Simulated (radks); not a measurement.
The numbers below are computed, except where a source is named.
The promethium anion Pm- inside a hard spherical wall (all orbitals vanish at R), configuration held at [Xe] 4f6 6s2 and not refilled when levels cross. Level of theory: scalar-relativistic Kohn-Sham, LDA (Slater exchange, Perdew-Wang correlation), spin-polarised, spherical densities, point nucleus; open shells are filled with parallel spins first (spin-orbit coupling, left out, can overturn this in heavy ions) (a radial shooting solver on a logarithmic mesh with Libxc functionals). Eigenvalues in eV for spin up, with the zero of energy where the potential of the charges vanishes at infinity; a dash marks a level that is unbound or too diffuse for the functional's potential to be trusted. A positive occupied level is held by the wall or, in an anion where self-interaction has pushed it up, behind a barrier. The pressure on the wall is -dE/dV.

| R (bohr) | E (hartree) | kinetic (hartree) | e(5s) | e(5p) | e(6s) | e(6p, empty) | e(5d, empty) | e(4f) | pressure (GPa) |
|---|---|---|---|---|---|---|---|---|---|
| 15 | -10013.6187 | 10678.573 | -36.540 | -17.461 | 0.121 | - | - | 3.469 | 0.0390 |
| 12 | -10013.6040 | 10678.575 | -35.459 | -16.436 | 0.669 | - | - | 4.610 | 0.114 |
| 10 | -10013.5829 | 10678.621 | -34.357 | -15.380 | 1.323 | - | - | 5.749 | 0.371 |
| 7 | -10013.4608 | 10678.967 | -31.255 | -12.424 | 4.013 | 7.228 | 6.532 | 8.964 | 4.32 |
| 6 | -10013.3273 | 10679.357 | -29.415 | -10.701 | 6.380 | 10.642 | 8.467 | 10.930 | 12.5 |
| 5 | -10013.0173 | 10680.324 | -26.614 | -8.105 | 11.198 | 17.393 | 11.751 | 14.031 | 45.2 |
| 3 | -10008.4655 | 10695.844 | -8.162 | 10.839 | 61.919 | 79.395 | 37.814 | 36.266 | 1920 |
| 2 | -9985.5299 | 10765.414 | 46.547 | 74.366 | 235.80 | 269.47 | 120.51 | 90.437 | 33100 |
| 1.5 | -9926.1222 | 10934.856 | 172.75 | 217.53 | 572.39 | 620.66 | 286.95 | 174.81 | 235000 |
